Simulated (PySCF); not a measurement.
## Silicon: a sound run and one with changed settings

Sound run: Si⁺ [Ne] 3s2 3p1, Si²⁺ [Ne] 3s2. Computed with PySCF 2.14 in x2c-SVPall (4s3p1d, 18 functions), with scalar relativity by spin-free X2C-1e. The sound run starts from symmetry-adapted Hartree-Fock orbitals and uses a fine grid where one is needed.

Changed run: 6 angular points. This setting is unsound on purpose.

| species | method | sound run (hartree) | changed run (hartree) | converged |
| --- | --- | --- | --- | --- |
| Si⁺ | UHF | -289.06759 | -289.06759 | yes |
| Si⁺ | M06-2X | -289.56887 | -289.56719 | yes |
| Si⁺ | M06-L | -289.55883 | -289.56600 | no |
| Si²⁺ | UHF | -288.48737 | -288.48737 | yes |
| Si²⁺ | M06-2X | -288.97685 | -288.97685 | yes |
| Si²⁺ | M06-L | -288.96562 | -288.96562 | yes |

Ionisation energy of Si⁺:

| method | sound run (eV) | changed run (eV) |
| --- | --- | --- |
| UHF | 15.789 | 15.789 |
| M06-2X | 16.110 | 16.064 |

A coarse angular grid integrates products of high-l functions wrongly, so density functionals can shift, and the SCF can exploit the error; Hartree-Fock and MP2 need no grid.

For comparison, NIST gives 16.346 eV between the lowest levels.
